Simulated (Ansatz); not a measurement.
ClH$_{2}$O$_{3}$Si (`[O][Si](O)(O)Cl`) radical. The species carries charge 0 and has multiplicity 2.

```xyz
7

O    -0.892   -1.680    0.173
Si   -0.275   -0.167   -0.021
O    -0.634    0.790    1.229
O     1.335   -0.097   -0.216
Cl   -1.282    0.319   -1.726
H     0.018    1.443    1.487
H     1.730   -0.608   -0.925
```

Question: List the harmonic frequencies (cm⁻¹, unscaled) at PBE0-D4/def2-TZVP in Ansatz. (Estimate.)

Answer: Computed: 140, 182, 239, 299, 309, 319, 343, 549, 804, 819, 830, 988, 1017, 3919, 3921.

Question: Is this a minimum?

Answer: Yes, all 15 modes are real.

Question: Give the ideal-gas thermochemistry at 298.15 K and 1 bar (rigid rotor, harmonic oscillator; point group C1, symmetry number 1).

Answer: Zero-point energy 87.8 kJ/mol; H(298) − E = 107.8 kJ/mol; entropy 343.0 J/(mol·K), of which translation 167.9, rotation 112.7, vibration 56.7, electronic 5.8; G(298) − E = 5.5 kJ/mol.

Question: And at 400, 500, 600, 800 and 1000 K?

Answer: 
```tsv
T (K)	H − E (kJ/mol)	S (J/mol/K)	G − E (kJ/mol)
400	118.6	374.2	-31.1
500	130.2	400.1	-69.8
600	142.5	422.5	-111.0
800	168.4	459.7	-199.3
1000	195.3	489.7	-294.4
```
